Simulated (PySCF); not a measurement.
Species: C7H5OS (charge -1).
InChI=1S/C7H6OS/c1-2-3-6-4-7(9)8-5-6/h4-5,9H,1H3/p-1

Structure optimised with GFN2-xTB, isolated species.

Take the most abundant isotopes and a rigid rotor. 

(1) What are A, B and C (GHz)?

(2) Classify the top.

(3) Is it planar, by Δ = Ic − Ia − Ib?

(4) List the rotational levels J(Ka,Kc) to J = 4 (cm⁻¹).

Answers

(1) Ia = 88.36, Ib = 896.50, Ic = 981.68 u·Å²; 505379 MHz·u·Å²/I gives 5719, 563.7 and 514.8 MHz, that is A = 5.7195, B = 0.5637, C = 0.5148 GHz.

(2) A near-prolate asymmetric top: κ = (2 × 563.7 − 5719 − 514.8)/(5719 − 514.8) = -0.98.

(3) Not planar: Δ = Ic − Ia − Ib = -3.18 u·Å². For a rigid frame Δ = −2 Σ m c², so Σ m c² = 1.59 u·Å² lies off the ab plane, practically all of it from hydrogen. The atom farthest from that plane is 0.93 Å away.

(4) Above 0(0,0):
J = 1: 1(0,1) 0.0360, 1(1,1) 0.2080, 1(1,0) 0.2096
J = 2: 2(0,2) 0.1079, 2(1,2) 0.2783, 2(1,1) 0.2832, 2(2,1) 0.7991, 2(2,0) 0.7991
J = 3: 3(0,3) 0.2158, 3(1,3) 0.3837, 3(1,2) 0.3935, 3(2,2) 0.9070, 3(2,1) 0.9071, 3(3,1) 1.7710, 3(3,0) 1.7710
J = 4: 4(0,4) 0.3596, 4(1,4) 0.5244, 4(1,3) 0.5407, 4(2,3) 1.0509, 4(2,2) 1.0511, 4(3,2) 1.9149, 4(3,1) 1.9149, 4(4,1) 3.1245, 4(4,0) 3.1245

Stationary, but not proved a minimum. No vibrational averaging or centrifugal distortion is included, and the geometry carries the error of its method.

These are computed values.
